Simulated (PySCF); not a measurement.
How methods differ on the excitation energy of P²⁺

P²⁺ [Ne] 3s2 3p1 (2P) → P²⁺ [Ne] 3s1 3p2 (4P), as a difference of total energies. Computed with PySCF 2.14 in aug-cc-pV(5+d)Z (8s7p6d4f3g2h, 136 functions), with no relativity, point nucleus. Correlated levels: valence: [Ne] frozen. The calculations carry no spin-orbit coupling.

```tsv
method	excitation energy (eV)
UHF	5.416
PW91	6.895
B2PLYP	7.019
B97-3	7.141
MP2 (valence)	6.471
SCS-MP2 (valence)	6.880
```

Task: How much does correlation contribute at MP2 (valence)?

Result: 6.471 − (5.416) = 1.055 eV, measured against UHF.
